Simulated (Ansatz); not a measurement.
C2H8O2Si can be A, `CO[SiH](C)O`, or B, `C[Si](C)(O)O`.

Program: Ansatz. Geometries: PBE0-D4/def2-TZVP. ΔE: electronic, gas phase. CCSD(T)/CBS is the MP2 limit (def2-TZVPP, def2-QZVPP) plus CCSD(T) − MP2 in def2-TZVPP, frozen cores. DFT in def2-TZVPP. B3LYP here is the variant with VWN-RPA as its local correlation; programs differ in this. One conformer a species, not always the lowest.

(1) Which is lower in electronic energy at CCSD(T)/CBS, and by how much? (Best estimate.)

(2) Give E(B) − E(A) in kcal/mol with B3LYP-D4, CCSD(T)/def2-TZVPP, ωB97M-V, r2SCAN-D4, B2PLYP, PBE-D4, MP2/def2-TZVPP. (Estimate.)

Largest T1 diagnostic: 0.011.

Results:

(1) Computed: B, by 24.8 kcal/mol.

(2) Computed: B3LYP-D4 -22.8, CCSD(T)/def2-TZVPP -24.0, ωB97M-V -24.5, r2SCAN-D4 -24.8, B2PLYP -23.3, PBE-D4 -23.9, MP2/def2-TZVPP -25.4. None reverses the order clearly.

In def2-TZVPP, CCSD(T) changes the Hartree–Fock value by −3.3 kcal/mol (the triples alone add −0.2 kcal/mol) and MP2 by −4.8 kcal/mol.
